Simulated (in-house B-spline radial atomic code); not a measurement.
**Ionising neutral germanium with different functionals**

Computed with an all-electron radial atomic-structure program (B-spline basis): four-component Dirac-Coulomb Hamiltonian, Fermi nucleus of rms radius 4.0742 fm, spin-restricted, spherical fractional occupations for the functionals. The ionisation energy is the difference of two self-consistent energies, [Ar] 3d10 4s2 4p2 → [Ar] 3d10 4s2 4p1, without Breit or QED terms; ε is the level of the shell that loses the electron (mean over j). The electron is taken from both j subshells in proportion to 2j + 1, so the result is a j average, not the step between ground levels.

Hybrids are left out here: with spherical fractional occupations of an open shell their exact exchange keeps a self-interaction that integer-occupation calculations don't have.

```tsv
method	rung	ΔSCF (eV)	-ε(4p) (eV)
LDA VWN5	LDA	7.63	4.05
relativistic LDA	LDA	7.63	4.05
LDA PW92	LDA	7.63	4.05
LDA exchange-only	LDA	6.59	3.09
PBE	GGA	7.45	3.90
PBEsol	GGA	7.46	3.90
BLYP	GGA	?	?
RPBE	GGA	7.39	3.86
PW91	GGA	?	?
BP86	GGA	7.59	4.03
AM05	GGA	7.41	3.86
OLYP	GGA	7.23	3.69
```

Q: What does PW91 give?

A: ΔSCF 7.50 eV, and -ε(4p) = 3.94 eV.

Q: What does BLYP give?

A: ΔSCF 7.37 eV, and -ε(4p) = 3.79 eV.

Q: How do they compare with the NIST value?

A: NIST lists 7.899 eV (measured, ground level to ground level). Errors run from -1.31 to -0.27 eV; relativistic LDA is closest (-0.27 eV), but part of that can be cancellation, since the calculations leave out Breit-QED terms, spin polarisation, the choice among j levels, multiplet and fine-structure energies.
